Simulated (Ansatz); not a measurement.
One change: `[Cl][GeH2][Br]` becomes `[CH3][GeH2][Br]`.

Ansatz, PBE0-D4/def2-TZVP geometries, multiplicity 1. 

Scalar relativity is left out up to krypton.

```json
{"property": "HOMO–LUMO gap (PBE/def2-TZVPP) / eV", "`[Cl][GeH2][Br]`": "5.35"}
{"property": "LUMO energy (B3LYP/def2-TZVPP) / eV", "`[Cl][GeH2][Br]`": "-1.33"}
{"property": "HOMO–LUMO gap (PBE0/def2-TZVPP) / eV", "`[Cl][GeH2][Br]`": "7.58"}
{"property": "ideal-gas entropy at 298 K and 1 bar (rigid rotor, harmonic PBE0-D4/def2-TZVP) / J/(mol·K)", "`[Cl][GeH2][Br]`": "318"}
{"property": "zero-point energy (PBE0-D4/def2-TZVP) / kJ/mol", "`[Cl][GeH2][Br]`": "48.0"}
{"property": "LUMO energy (ωB97M-V/def2-TZVPP) / eV", "`[Cl][GeH2][Br]`": "0.93"}
```

Give the same properties after the change, and the shifts. (Estimate.)

Computed: 
| property | `[CH3][GeH2][Br]` | shift |
| --- | --- | --- |
| HOMO–LUMO gap (PBE/def2-TZVPP) / eV | 5.64 | 0.29 |
| LUMO energy (B3LYP/def2-TZVPP) / eV | -0.51 | 0.82 |
| HOMO–LUMO gap (PBE0/def2-TZVPP) / eV | 7.81 | 0.23 |
| ideal-gas entropy at 298 K and 1 bar (rigid rotor, harmonic PBE0-D4/def2-TZVP) / J/(mol·K) | 324 | 6 |
| zero-point energy (PBE0-D4/def2-TZVP) / kJ/mol | 140.1 | 92.1 |
| LUMO energy (ωB97M-V/def2-TZVPP) / eV | 1.65 | 0.72 |

With PBE0 the HOMO rises by 0.56 eV and the LUMO rises by 0.78 eV, so the gap widens by about 0.22 eV. PBE moves the HOMO by 0.53 eV and ωB97M-V by 0.55 eV. The zero-point energy changes by 92.1 kJ/mol with +9 modes.

B3LYP here is the variant with VWN-RPA as its local correlation; programs differ in this.

Spin–orbit coupling is left out; it splits and shifts lone-pair levels of the heavy atoms by tenths of an eV.
